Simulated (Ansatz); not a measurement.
Sn2H⁻. Charge -1, multiplicity 3. Geometry r2SCAN-D4/def2-TZVP, that of the neutral doublet; atoms count from 1.

```xyz
3

Sn    0.244   -0.591   -1.302
Sn    0.190   -0.242    1.417
H    -0.434    0.833   -0.116
```

In the def2 sets Sn takes a core potential; there is no spin–orbit coupling. The highest occupied level of the charge -1 triplet lies above zero (up to 0.81 eV). By energy differences its removal costs 0.75 eV (vertical, to the charge 0 doublet, at PBE0-D4/def2-TZVPD); a positive level beside a positive removal energy at the same level points to self-interaction error. At PBE0-D4/def2-TZVPD a singlet of charge -1 lies 1.03 eV below the triplet at the same geometry. The structure comes from a short search, and lower isomers may exist.

**Question.** Estimate the Mulliken populations from the PBE0/def2-TZVPD orbitals of Ansatz.

**Answer.** 
```csv
atom,charge (e),spin (α − β)
Sn1,-0.49,1.01
Sn2,-0.49,1.01
H3,-0.02,-0.03
```
Mulliken values and Mayer orders depend strongly on the basis. With diffuse functions, as here, like atoms can get unlike values, and bond orders can come out too low or too high.

**Question.** Where does the spin sit?

**Answer.** Summed by element: Sn 2.03, H -0.03, of 2 unpaired in all. Largest on single atoms: Sn1 1.01, Sn2 1.01, H3 -0.03.

**Question.** And the Mayer bond orders between bonded heavy atoms (over 0.3)?

**Answer.** Sn1–Sn2 1.28 (2.74 Å).
